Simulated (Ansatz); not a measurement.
Start from `C[S][InH2]` and change one atom or group to get `[SH][InH2]`.

Ansatz, PBE0-D4/def2-TZVP geometries, multiplicity 1. 

Elements past krypton have def2 core potentials.

```json
{"property": "HOMO energy (B3LYP/def2-TZVPP) / eV", "`C[S][InH2]`": "-6.63"}
{"property": "LUMO energy (PBE/def2-TZVPP) / eV", "`C[S][InH2]`": "-2.25"}
{"property": "HOMO energy (PBE0/def2-TZVPP) / eV", "`C[S][InH2]`": "-6.83"}
{"property": "HOMO–LUMO gap (PBE0/def2-TZVPP) / eV", "`C[S][InH2]`": "5.27"}
{"property": "HOMO–LUMO gap (PBE/def2-TZVPP) / eV", "`C[S][InH2]`": "3.49"}
{"property": "HOMO energy (PBE/def2-TZVPP) / eV", "`C[S][InH2]`": "-5.74"}
```

(1) Give the same properties after the change, and the shifts. (Estimate.)

Answers

(1) Computed: 
| property | `[SH][InH2]` | shift |
| --- | --- | --- |
| HOMO energy (B3LYP/def2-TZVPP) / eV | -7.19 | -0.56 |
| LUMO energy (PBE/def2-TZVPP) / eV | -2.39 | -0.14 |
| HOMO energy (PBE0/def2-TZVPP) / eV | -7.42 | -0.59 |
| HOMO–LUMO gap (PBE0/def2-TZVPP) / eV | 5.73 | 0.46 |
| HOMO–LUMO gap (PBE/def2-TZVPP) / eV | 3.89 | 0.40 |
| HOMO energy (PBE/def2-TZVPP) / eV | -6.28 | -0.54 |

With PBE0 the HOMO falls by 0.59 eV and the LUMO falls by 0.12 eV, so the gap widens by about 0.47 eV. PBE moves the HOMO by -0.54 eV and ωB97M-V by -0.61 eV. The zero-point energy changes by -77.9 kJ/mol with -9 modes.

B3LYP here is the variant with VWN-RPA as its local correlation; programs differ in this.
